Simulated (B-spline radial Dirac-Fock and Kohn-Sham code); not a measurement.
**Two-hole binding energies of Tc**

System: atomic technetium, [Kr] 4d7 (not the ground configuration).

The run's input, task.json:

```json
{"items": [{
  "Z": 43,
  "q": 0,
  "cfg": [[1, 0, 2], [2, 0, 2], [2, 1, 6], [3, 0, 2], [3, 1, 6], [3, 2, 10], [4, 0, 2], [4, 1, 6], [4, 2, 7]],
  "A": 97,
  "rrms": 4.4112,
  "do": ["binding", "quiet", "double"]
}]}
```

Command: `python xray_run.py task.json out`

Method: relaxed Dirac-Fock hole states (ΔSCF) with Breit and QED corrections and a finite nucleus. Computed with a radial atomic solver. U is the two-hole binding energy less the two single-hole energies, the effective repulsion of the holes after relaxation. Each two-hole energy is an average over J within one jj subconfiguration.

| holes | E(a) (eV) | E(b) (eV) | E(ab) (eV) | U (eV) |
| --- | --- | --- | --- | --- |
| 1s⁻¹ 2p1/2⁻¹ | 21048.2 | 2798.7 | 24023.7 | 176.9 |
| 1s⁻¹ 3p3/2⁻¹ | 21048.2 | 433.5 | 21527.3 | 45.7 |
| 1s⁻¹ 3d5/2⁻¹ | 21048.2 | 257.0 | 21345.3 | 40.2 |
| 2s⁻² | 3052.6 | 3052.6 | 6206.4 | 101.1 |
| 2s⁻¹ 2p3/2⁻¹ | 3052.6 | 2682.2 | 5826.2 | 91.3 |
| 2p1/2⁻² | 2798.7 | 2798.7 | 5723.5 | 126.1 |
| 2p3/2⁻² | 2682.2 | 2682.2 | 5478.7 | 114.3 |
| 2s⁻¹ 3p3/2⁻¹ | 3052.6 | 433.5 | 3525.2 | 39.1 |
| 2s⁻¹ 3d5/2⁻¹ | 3052.6 | 257.0 | 3350.7 | 41.1 |
| 2p3/2⁻¹ 3s⁻¹ | 2682.2 | 551.6 | 3273.0 | 39.2 |
| 2p3/2⁻¹ 3p1/2⁻¹ | 2682.2 | 453.5 | 3177.1 | 41.4 |
| 2p3/2⁻¹ 3d5/2⁻¹ | 2682.2 | 257.0 | 2979.7 | 40.6 |
| 3p1/2⁻² | 453.5 | 453.5 | 940.2 | 33.2 |
| 3p3/2⁻² | 433.5 | 433.5 | ? | ? |

**Question.** Give the missing two-hole energy and U.

**Answer.** E(ab) = 897.3 eV and U = 30.4 eV.
